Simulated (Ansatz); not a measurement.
Mulliken charges of CH3F2NOSi, SMILES `O[SiH]1NC1(F)F` from B3LYP/def2-TZVPP in Ansatz (PBE0-D4/def2-TZVP geometry).

```tsv
atom	x (Å)	y (Å)	z (Å)	charge (e)
O1	0.512	-1.481	-1.457	-0.379
Si2	-0.011	-0.904	-0.030	0.541
N3	0.672	0.467	0.690	-0.331
C4	-0.630	0.807	0.287	0.313
F5	-0.721	1.790	-0.655	-0.219
F6	-1.478	1.188	1.277	-0.211
H7	0.779	-0.845	-2.126	0.204
H8	-0.359	-2.088	0.770	-0.058
H9	1.323	1.019	1.227	0.139
```

Task: By hand: the dipole of these point charges (1 e Å = 4.8032 D).

Result: Σ q r = (0.214, -0.382, -0.036) e Å, of length 0.439 e Å = 2.11 D.

Task: How does the dipole of the full density compare? (Estimate.)

Result: The calculation gave: (0.443, -0.222, -0.074) e Å, 2.41 D; the point charges give 0.88 times that, at 34° from its direction.

Point charges leave out the atoms' own dipoles, such as those of lone pairs, and Mulliken's split depends on the basis, so the two needn't agree.

B3LYP here is the variant with VWN-RPA as its local correlation; programs differ in this.
